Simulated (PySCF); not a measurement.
C₂F₅, SMILES [C](F)(C(F)(F)F)F, multiplicity 2.

Geometry: PBE0-D3(BJ)/def2-SVP. The isomer is the one that the SMILES or the coordinates give; other isomers of the formula were not compared.

The numbers are results of TDA-PBE0/def2-SVPD (PySCF), not measurements.

Vertical excitations. The molecule is in vacuum.

```
state    energy (eV)  λ (nm)      f                                                  main pairs
-------  -----------  ------  -----  ----------------------------------------------------------
root 1          6.91     180  0.006                                            β HOMO→LUMO 93 %
root 2          7.15     173  0.023                                            α HOMO→LUMO 88 %
root 3          7.44     167  0.005                                          α HOMO→LUMO+1 88 %
root 4          8.01     155  0.001  β HOMO−2→LUMO 71 %, β HOMO−5→LUMO 12 %, β HOMO−4→LUMO 11 %
root 5          8.27     150  0.002                                          β HOMO−1→LUMO 93 %
root 6          8.34     149  0.010                                          α HOMO→LUMO+2 87 %
root 7          8.68     143  0.022                      β HOMO−4→LUMO 79 %, β HOMO−5→LUMO 12 %
root 8          8.79     141  0.019                       α HOMO→LUMO+3 8 %, β HOMO−3→LUMO 89 %
root 9          8.82     141  0.020                       α HOMO→LUMO+3 84 %, β HOMO−3→LUMO 9 %
root 10         9.05     137  0.008                      β HOMO−5→LUMO 73 %, β HOMO−2→LUMO 19 %
```
Unrestricted roots are not spin-pure.
